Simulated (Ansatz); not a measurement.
Breaking the C5–H7 bond in C2H5Al (SMILES C=[CH][AlH2]) (multiplicity 1 held, fragments rigid). Energies count from the point at 1.087 Å.
Geometry at that point (charge 0, multiplicity 1):
```xyz
8

Al    -0.13640     0.16293     1.16258
H     -0.81514     1.59102     1.21762
H      0.17826    -0.64445     2.48572
C      0.29152    -0.55238    -0.58963
C      0.01803     0.14494    -1.69878
H      0.75945    -1.52587    -0.73006
H      0.24169    -0.21990    -2.69844
H     -0.44827     1.12572    -1.65786
```

R- and RO- levels are restricted; in cc, def2 and unpolarised 6-31G sets they are followed outwards from rest. Unrestricted levels (U-) break spin symmetry where that is lower. Active spaces are followed from a long bond inwards. Curves can end on different states.

Frozen-core correlation.

Run with Ansatz (Gaussian orbitals). Values without a source in brackets are computed.

Energies in kcal/mol.

```csv
R (Å),U-HF/cc-pV(D+d)Z,R-MP2/cc-pV(D+d)Z,R-CCSD(T)/cc-pV(D+d)Z,"FIC-NEVPT4(SD) on CASSCF(2,2)/cc-pV(D+d)Z","FIC-MRCISD on CASSCF(2,2)/cc-pV(D+d)Z","FIC-MRCISD+Q on CASSCF(2,2)/cc-pV(D+d)Z"
0.870,31.6,33.9,34.3,34.3,34.1,34.2
0.979,6.3,7.4,7.7,7.7,7.6,7.6
1.087,0.0,0.0,0.0,0.0,0.0,0.0
1.196,4.2,[?],2.7,2.7,2.8,2.8
1.305,13.9,11.6,10.8,10.8,11.0,10.9
1.468,33.0,28.8,27.2,27.1,27.4,27.3
1.631,53.2,47.1,44.2,44.1,44.4,44.4
1.903,74.2,[?],68.7,68.6,68.9,68.9
2.175,82.4,97.4,86.0,86.1,86.4,86.3
2.501,86.0,[?],97.6,98.6,98.8,98.8
2.936,87.4,132.8,101.5,105.9,106.0,106.0
3.480,87.8,139.3,97.5,108.5,108.6,108.7
```

Problem. Fill in the missing entries.

Solution. 
- 1.903, R-MP2/cc-pV(D+d)Z: 75.0
- 2.501, R-MP2/cc-pV(D+d)Z: 117.1
- 1.196, R-MP2/cc-pV(D+d)Z: 3.0

Doubts at one or more of the structures used: a spin-contaminated determinant (U-HF/cc-pV(D+d)Z); a restricted determinant that unrestricted orbitals would lower (R-MP2/cc-pV(D+d)Z, R-CCSD(T)/cc-pV(D+d)Z); other coupled-cluster roots lie near (R-CCSD(T)/cc-pV(D+d)Z); T1 above 0.05 (R-CCSD(T)/cc-pV(D+d)Z).

Ansatz is a first-principles code.
